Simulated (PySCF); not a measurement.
An unknown is described by computed data only.

Elements present: C, H, N and O. Monoisotopic mass: 111.0320 u.

* Dipole: 2.27 D [PBE0/def2-SVPD]
* Triplet: lowest triplet excitation (Tamm–Dancoff): 3.38 eV [TDA PBE0/def2-SVPD]
* UV, strongest line: among the 6 lowest singlet transitions: S3 at 6.08 eV (204 nm, f = 0.151) [TDDFT PBE0/def2-SVPD]
* 13C NMR: chemical shifts (computed TMS as zero) by class: 169.3 (1 C), 153.7 (1 C), 122.4 (1 C), 120.1 (1 C), 54.9 (1 C) ppm [GIAO PBE0/pcSseg-1]
* UV, first state: lowest singlet excitation: 4.66 eV (266 nm, f = 0.000) [TDDFT PBE0/def2-SVPD]
* Polarisability: 71.0 au [PBE0/def2-SVPD]
* Rotational structure: rotational constants A, B, C: 3.200, 1.760, 1.143 GHz [GFN2-xTB]
* NMR, other nuclei: isotropic shieldings of nuclei other than C and H, by class: -59 (1 N), -76 (1 O), 138 (1 O) ppm [GIAO PBE0/pcSseg-1]
* 1H NMR: chemical shifts (computed TMS as zero) by class: 7.54 (1 H), 6.88 (1 H), 4.10 (3 H) ppm [GIAO PBE0/pcSseg-1]

Electronic properties: PySCF, gas phase, density fitting. Levels stand in brackets. NMR shifts are as computed; neighbouring signals can stand in another order in a measured spectrum. Geometry: GFN2-xTB, one conformer, isolated molecule. NMR classes are plain means over equivalent atoms (diastereotopic ones count apart unless rotation or inversion swaps them), as if these changed places fast.

Q: Which formula fits the mass and the elements?

A: C5H5NO2 (calculated 111.0320). No other formula that holds each of these elements comes within 0.0003 u with a fitting electron parity and a possible valence count.

Q: Give a SMILES that accounts for the data.

A: Numbering: `[CH2:1]=[C:2]([C:3]#[N:4])[C:5](=[O:6])[O:7][CH3:8]`. Its formula, C5H5NO2, gives 4 degrees of unsaturation: 0 rings and 4 π bonds in the structure found. 5 carbons fall into 5 classes; from least to most shielded: ester carbonyl carbon [C5] (169.3 ppm), terminal =CH2 carbon [C1] (153.7 ppm), fully substituted alkene carbon [C2] (122.4 ppm), nitrile carbon [C3] (120.1 ppm), methoxy carbon [C8] (54.9 ppm). Hydrogen classes from least to most shielded: 1 H on a terminal =CH2 carbon, C1 (7.54 ppm), 1 H on a terminal =CH2 carbon, C1 (6.88 ppm), 3 H on a methoxy carbon, C8 (4.10 ppm). The other shieldings belong to: -59 ppm, nitrile nitrogen [N4]; -76 ppm, ester carbonyl oxygen [O6]; 138 ppm, ester single-bonded oxygen [O7]. S1 is mainly HOMO−1→LUMO (weight 0.96); the largest Löwdin shares of the orbital it empties are 0.60 on the ester carbonyl oxygen, 0.11 on the ester single-bonded oxygen, 0.08 on the ester carbonyl carbon and 0.07 on the nitrile nitrogen, of the orbital it fills 0.34 on the terminal =CH2 carbon, 0.20 on the fully substituted alkene carbon, 0.09 on the ester carbonyl carbon and 0.07 on the nitrile nitrogen. The optimised geometry has point group Cs and is an asymmetric top. Structure: `C=C(C#N)C(=O)OC` (mecrylate). Computed isomers that give other values at the same levels: `COC(=O)/C=C/C#N` (13C chemical shifts (computed TMS as zero) by class: 172.4 (1 C), 148.5 (1 C), 122.3 (1 C), 121.8 (1 C), 54.7 (1 C) ppm); `C=COC(=O)CC#N` (13C chemical shifts (computed TMS as zero) by class: 165.8 (1 C), 149.1 (1 C), 117.6 (1 C), 105.2 (1 C), 26.3 (1 C) ppm); `[O-][n+]1ccc(O)cc1` (13C chemical shifts (computed TMS as zero) by class: 155.7 (1 C), 144.6 (2 C), 118.0 (2 C) ppm). The assignments are read from this structure; whether some other isomer fits the data as well wasn't checked.

The values belong to the conformer `[CH2:1]=[C:2]([C:3]#[N:4])[C:5](=[O:6])[O:7][CH3:8]`: C1–C2–C5–O6 0°, C2–C5–O7–C8 180°.
